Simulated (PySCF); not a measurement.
**`F[C@H]1[C@@H](C)[P@H](=O)C1`, C4H8FOP**

Geometry:
```json
{"atom": "C1", "x (Å)": "1.682", "y (Å)": "-0.789", "z (Å)": "0.486"}
{"atom": "C2", "x (Å)": "0.278", "y (Å)": "-0.232", "z (Å)": "0.604"}
{"atom": "C3", "x (Å)": "-0.780", "y (Å)": "-0.769", "z (Å)": "-0.386"}
{"atom": "F4", "x (Å)": "-0.190", "y (Å)": "-1.130", "z (Å)": "-1.573"}
{"atom": "C5", "x (Å)": "-1.572", "y (Å)": "0.534", "z (Å)": "-0.586"}
{"atom": "P6", "x (Å)": "-0.127", "y (Å)": "1.496", "z (Å)": "0.054"}
{"atom": "O7", "x (Å)": "-0.290", "y (Å)": "2.605", "z (Å)": "0.990"}
{"atom": "H8", "x (Å)": "1.701", "y (Å)": "-1.838", "z (Å)": "0.777"}
{"atom": "H9", "x (Å)": "2.035", "y (Å)": "-0.709", "z (Å)": "-0.539"}
{"atom": "H10", "x (Å)": "2.357", "y (Å)": "-0.232", "z (Å)": "1.133"}
{"atom": "H11", "x (Å)": "-0.104", "y (Å)": "-0.346", "z (Å)": "1.625"}
{"atom": "H12", "x (Å)": "-1.353", "y (Å)": "-1.640", "z (Å)": "-0.054"}
{"atom": "H13", "x (Å)": "-1.913", "y (Å)": "0.690", "z (Å)": "-1.607"}
{"atom": "H14", "x (Å)": "-2.415", "y (Å)": "0.610", "z (Å)": "0.100"}
{"atom": "H15", "x (Å)": "0.687", "y (Å)": "1.758", "z (Å)": "-1.045"}
```

Computed with GIAO B97-2/pcSseg-1 magnetisability, rotational g tensor and spin-rotation constants, non-relativistic, gas phase (PySCF). Geometry: GFN2-xTB.

How diamagnetic is it, and how anisotropic?

Isotropic -1098 × 10⁻³⁰ J/T², or -66.1 × 10⁻⁶ cm³/mol; principal values -1174, -1077, -1043 × 10⁻³⁰ J/T², anisotropy 118 × 10⁻³⁰ J/T² (root of half the summed squared differences of the principal values). The susceptibility is in cgs units.

Split it along the inertial axes a, b, c into diamagnetic and paramagnetic parts about the centre of mass, with the quadrupole moment.


| axis | χ (10⁻⁶ cm³/mol) | diamagnetic (10⁻⁶ cm³/mol) | paramagnetic (10⁻⁶ cm³/mol) | summed x² of all electrons (Å²) | quadrupole Θ (D Å) |
| --- | --- | --- | --- | --- | --- |
| a | -70.4 | -468.7 | 398.3 | 137.9 | -17.95 |
| b | -64.9 | -705.1 | 640.1 | 82.2 | +9.08 |
| c | -63.1 | -934.1 | 871.0 | 28.3 | +8.88 |

Anisotropies 2χaa − χbb − χcc = -12.9 and 2χbb − χaa − χcc = +3.6 × 10⁻⁶ cm³/mol. Θ is traceless in Buckingham's convention.

And the rotational g tensor?


| axis | rotational constant (GHz) | g | nuclear part | electronic part |
| --- | --- | --- | --- | --- |
| a | 3.4337 | -0.0162 | 0.6263 | -0.6425 |
| b | 1.8581 | -0.0275 | 0.5313 | -0.5588 |
| c | 1.3875 | -0.0216 | 0.5461 | -0.5678 |

Asymmetric top; isotopes 12C, 19F, 1H, 16O, 31P; no vibrational averaging.
